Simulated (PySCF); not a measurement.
C2H11FSi3, SMILES [SiH2](F)[SiH2]CC[SiH3]. Atoms are numbered in the order given.

```xyz
17

F      2.5179     1.8441    -0.1054
Si     2.6871     0.2111     0.0708
Si     0.5370    -0.6700     0.4236
C     -0.6000    -0.0755    -0.9869
C     -2.0404    -0.6242    -0.9905
Si    -3.1363    -0.1363     0.4877
H      3.6326    -0.0432     1.2139
H      3.3050    -0.3242    -1.1951
H      0.0328    -0.2084     1.7662
H      0.6146    -2.1774     0.4499
H     -0.5972     1.0361    -0.9447
H     -0.0859    -0.3366    -1.9386
H     -2.0370    -1.7349    -1.0508
H     -2.5742    -0.2784    -1.9036
H     -3.0833     1.3536     0.7037
H     -2.6960    -0.8151     1.7566
H     -4.5594    -0.5375     0.2049
```
Charge 0, spin multiplicity 1.

The structure is a stationary point at PBE-D3(BJ)/def2-SVP. The structure was generated by enumeration, and PubChem lists no compound with its InChIKey, so it may never have been made. The values are those of a single conformer.

All values below come from PBE-D3(BJ)/def2-SVP run with PySCF 2.14.0.

Frequencies are harmonic and unscaled.

```json
[
 {"mode": "1", "ν (cm⁻¹)": "24", "IR (km/mol)": "0.6", "moving atoms (share of kinetic energy)": "Si 51 %, F 31 %, H 13 %"},
 {"mode": "2", "ν (cm⁻¹)": "33", "IR (km/mol)": "1.2", "moving atoms (share of kinetic energy)": "F 38 %, H 27 %, C 21 %, Si 15 %"},
 {"mode": "3", "ν (cm⁻¹)": "63", "IR (km/mol)": "0.4", "moving atoms (share of kinetic energy)": "H 39 %, Si 39 %, C 21 %"},
 {"mode": "4", "ν (cm⁻¹)": "86", "IR (km/mol)": "0.4", "moving atoms (share of kinetic energy)": "Si 48 %, H 31 %, F 13 %, C 8 %"},
 {"mode": "5", "ν (cm⁻¹)": "134", "IR (km/mol)": "0.7", "moving atoms (share of kinetic energy)": "H 60 %, Si 19 %, F 16 %"},
 {"mode": "6", "ν (cm⁻¹)": "184", "IR (km/mol)": "5.5", "moving atoms (share of kinetic energy)": "H 38 %, Si 31 %, F 19 %, C 13 %"},
 {"mode": "7", "ν (cm⁻¹)": "186", "IR (km/mol)": "2.5", "moving atoms (share of kinetic energy)": "H 42 %, Si 30 %, C 26 %"},
 {"mode": "8", "ν (cm⁻¹)": "285", "IR (km/mol)": "2.3", "moving atoms (share of kinetic energy)": "C 46 %, H 40 %, Si 14 %"},
 {"mode": "9", "ν (cm⁻¹)": "397", "IR (km/mol)": "15.4", "moving atoms (share of kinetic energy)": "H 75 %, Si 18 %"},
 {"mode": "10", "ν (cm⁻¹)": "414", "IR (km/mol)": "8.1", "moving atoms (share of kinetic energy)": "Si 69 %, H 27 %"},
 {"mode": "11", "ν (cm⁻¹)": "457", "IR (km/mol)": "8.5", "moving atoms (share of kinetic energy)": "H 90 %, Si 9 %"},
 {"mode": "12", "ν (cm⁻¹)": "497", "IR (km/mol)": "2.1", "moving atoms (share of kinetic energy)": "H 82 %, Si 15 %"},
 {"mode": "13", "ν (cm⁻¹)": "573", "IR (km/mol)": "24.6", "moving atoms (share of kinetic energy)": "H 61 %, Si 21 %, C 17 %"},
 {"mode": "14", "ν (cm⁻¹)": "598", "IR (km/mol)": "6.8", "moving atoms (share of kinetic energy)": "H 67 %, Si 18 %, C 14 %"},
 {"mode": "15", "ν (cm⁻¹)": "645", "IR (km/mol)": "26.8", "moving atoms (share of kinetic energy)": "C 39 %, Si 31 %, H 30 %"},
 {"mode": "16", "ν (cm⁻¹)": "683", "IR (km/mol)": "24.9", "moving atoms (share of kinetic energy)": "H 53 %, C 31 %, Si 16 %"},
 {"mode": "17", "ν (cm⁻¹)": "706", "IR (km/mol)": "26.8", "moving atoms (share of kinetic energy)": "H 88 %"},
 {"mode": "18", "ν (cm⁻¹)": "738", "IR (km/mol)": "164.8", "moving atoms (share of kinetic energy)": "H 86 %, Si 11 %"},
 {"mode": "19", "ν (cm⁻¹)": "787", "IR (km/mol)": "195.0", "moving atoms (share of kinetic energy)": "H 64 %, C 29 %"},
 {"mode": "20", "ν (cm⁻¹)": "815", "IR (km/mol)": "17.3", "moving atoms (share of kinetic energy)": "F 46 %, H 38 %, Si 16 %"},
 {"mode": "21", "ν (cm⁻¹)": "846", "IR (km/mol)": "11.2", "moving atoms (share of kinetic energy)": "H 67 %, C 28 %"},
 {"mode": "22", "ν (cm⁻¹)": "872", "IR (km/mol)": "201.5", "moving atoms (share of kinetic energy)": "H 69 %, Si 19 %, F 9 %"},
 {"mode": "23", "ν (cm⁻¹)": "885", "IR (km/mol)": "111.9", "moving atoms (share of kinetic energy)": "H 89 %, Si 10 %"},
 {"mode": "24", "ν (cm⁻¹)": "895", "IR (km/mol)": "87.7", "moving atoms (share of kinetic energy)": "H 87 %, Si 10 %"},
 {"mode": "25", "ν (cm⁻¹)": "910", "IR (km/mol)": "31.9", "moving atoms (share of kinetic energy)": "H 97 %"},
 {"mode": "26", "ν (cm⁻¹)": "917", "IR (km/mol)": "61.1", "moving atoms (share of kinetic energy)": "H 90 %, Si 8 %"},
 {"mode": "27", "ν (cm⁻¹)": "918", "IR (km/mol)": "58.7", "moving atoms (share of kinetic energy)": "H 94 %"},
 {"mode": "28", "ν (cm⁻¹)": "1005", "IR (km/mol)": "1.3", "moving atoms (share of kinetic energy)": "C 52 %, H 48 %"},
 {"mode": "29", "ν (cm⁻¹)": "1055", "IR (km/mol)": "13.1", "moving atoms (share of kinetic energy)": "H 95 %"},
 {"mode": "30", "ν (cm⁻¹)": "1114", "IR (km/mol)": "3.3", "moving atoms (share of kinetic energy)": "H 65 %, C 34 %"},
 {"mode": "31", "ν (cm⁻¹)": "1225", "IR (km/mol)": "1.8", "moving atoms (share of kinetic energy)": "H 71 %, C 29 %"},
 {"mode": "32", "ν (cm⁻¹)": "1233", "IR (km/mol)": "1.0", "moving atoms (share of kinetic energy)": "H 75 %, C 25 %"},
 {"mode": "33", "ν (cm⁻¹)": "1376", "IR (km/mol)": "5.6", "moving atoms (share of kinetic energy)": "H 94 %"},
 {"mode": "34", "ν (cm⁻¹)": "1383", "IR (km/mol)": "3.6", "moving atoms (share of kinetic energy)": "H 92 %, C 8 %"},
 {"mode": "35", "ν (cm⁻¹)": "2135", "IR (km/mol)": "61.3", "moving atoms (share of kinetic energy)": "H 97 %"},
 {"mode": "36", "ν (cm⁻¹)": "2147", "IR (km/mol)": "78.4", "moving atoms (share of kinetic energy)": "H 97 %"},
 {"mode": "37", "ν (cm⁻¹)": "2152", "IR (km/mol)": "61.5", "moving atoms (share of kinetic energy)": "H 97 %"},
 {"mode": "38", "ν (cm⁻¹)": "2156", "IR (km/mol)": "87.8", "moving atoms (share of kinetic energy)": "H 98 %"},
 {"mode": "39", "ν (cm⁻¹)": "2162", "IR (km/mol)": "116.5", "moving atoms (share of kinetic energy)": "H 96 %"},
 {"mode": "40", "ν (cm⁻¹)": "2166", "IR (km/mol)": "109.0", "moving atoms (share of kinetic energy)": "H 96 %"},
 {"mode": "41", "ν (cm⁻¹)": "2170", "IR (km/mol)": "133.8", "moving atoms (share of kinetic energy)": "H 96 %"},
 {"mode": "42", "ν (cm⁻¹)": "2959", "IR (km/mol)": "19.6", "moving atoms (share of kinetic energy)": "H 95 %"},
 {"mode": "43", "ν (cm⁻¹)": "2964", "IR (km/mol)": "10.3", "moving atoms (share of kinetic energy)": "H 94 %"},
 {"mode": "44", "ν (cm⁻¹)": "3009", "IR (km/mol)": "3.1", "moving atoms (share of kinetic energy)": "H 91 %, C 9 %"},
 {"mode": "45", "ν (cm⁻¹)": "3018", "IR (km/mol)": "6.3", "moving atoms (share of kinetic energy)": "H 91 %, C 9 %"}
]
```
